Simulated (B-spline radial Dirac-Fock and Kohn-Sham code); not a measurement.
# X-ray form factors of indium in several charge states

The computed values come from a radial finite-basis atomic code: relativistic Hartree-Fock (Dirac-Fock) wave functions, averaged over the configuration.

Configurations: In⁶⁺ [Kr] 4d7; In⁸⁺ [Kr] 4d5; In¹²⁺ [Kr] 4d1; In¹⁴⁺ [Ar] 3d10 4s2 4p5; In¹⁵⁺ [Ar] 3d10 4s2 4p4; In¹⁷⁺ [Ar] 3d10 4s2 4p2. The first column is f₀ of In⁶⁺, the others are differences from it.

| s (Å⁻¹) | In⁶⁺ | Δ In⁸⁺ | Δ In¹²⁺ | Δ In¹⁴⁺ | Δ In¹⁵⁺ | Δ In¹⁷⁺ |
| --- | --- | --- | --- | --- | --- | --- |
| 0 | 43.000 | -2.000 | -6.000 | -8.000 | -9.000 | -11.000 |
| 0.1 | 41.695 | -1.758 | -5.384 | -7.242 | -8.180 | -10.065 |
| 0.2 | 38.255 | -1.177 | -3.852 | -5.334 | -6.106 | -7.678 |
| 0.3 | 33.778 | -0.556 | -2.103 | -3.096 | -3.645 | -4.790 |
| 0.4 | 29.343 | -0.119 | -0.726 | -1.254 | -1.576 | -2.280 |
| 0.5 | 25.585 | +0.087 | +0.058 | -0.120 | -0.258 | -0.588 |
| 0.7 | 20.461 | +0.090 | +0.313 | +0.420 | +0.465 | +0.537 |
| 0.9 | 17.309 | -0.006 | +0.033 | +0.098 | +0.146 | +0.249 |
| 1.1 | 14.808 | -0.038 | -0.120 | -0.140 | -0.139 | -0.128 |
| 1.4 | 11.473 | -0.026 | -0.110 | -0.166 | -0.197 | -0.261 |
